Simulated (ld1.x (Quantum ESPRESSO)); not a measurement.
**How hard is this aluminium ultrasoft potential?**

```json
{"Element": "aluminium", "Generator": "ld1.x (Quantum ESPRESSO) 7.5", "Type": "ultrasoft", "Functional": "PBE", "Relativity": "scalar-relativistic", "Frozen core": "[Ne]", "Valence charge": "3", "Reference configuration": "3s2 3p1", "Partial waves": "3s (bound): rcut 1.90, rcutus 2.10 bohr; 3s channel at -0.1 Ry: rcut 1.90, rcutus 2.10 bohr; 3p (bound): rcut 1.85, rcutus 2.05 bohr; 3p channel at 1.2 Ry: rcut 1.85, rcutus 2.05 bohr; 3d channel at 0.3 Ry: rcut 1.55, rcutus 2.15 bohr", "Local potential": "all-electron potential smoothed inside 1.85 bohr (lloc = -1)", "Core correction": "a·sin(br)/r model core inside 1.80 bohr", "Augmentation charge": "built from norm-conserving waves at rcut, not smoothed further"}
```

The pseudo-atom Hamiltonian at the reference potential is diagonalised in spherical Bessel functions j_l(qr) that vanish at 20 bohr, with q² up to the cutoff. All-electron valence levels (Ry): 3s -0.5698, 3p -0.1993.

Q: How do the lowest levels (Ry) of each channel move with the cutoff, and are there ghosts?

A:

| cutoff (Ry) | s #1 | s #2 | p #1 | d #1 | f #1 | f #2 | Σ f·Δε (mRy) |
| --- | --- | --- | --- | --- | --- | --- | --- |
| 8 | -0.5696 | -0.0231 | -0.1993 | 0.0453 | 0.1021 | 0.2242 | 0.6 |
| 10 | -0.5697 | -0.0231 | -0.1993 | 0.0452 | 0.1021 | 0.2242 | 0.2 |
| 12 | -0.5697 | -0.0231 | -0.1993 | 0.0452 | 0.1021 | 0.2242 | 0.2 |
| 400 | -0.5698 | -0.0231 | -0.1993 | 0.0452 | 0.1021 | 0.2242 | 0.0 |

Result: no extra level below or beside the all-electron valence levels (s, p, d, f tested); 10 mRy is reached at 6 Ry and 1 mRy at 8 Ry.
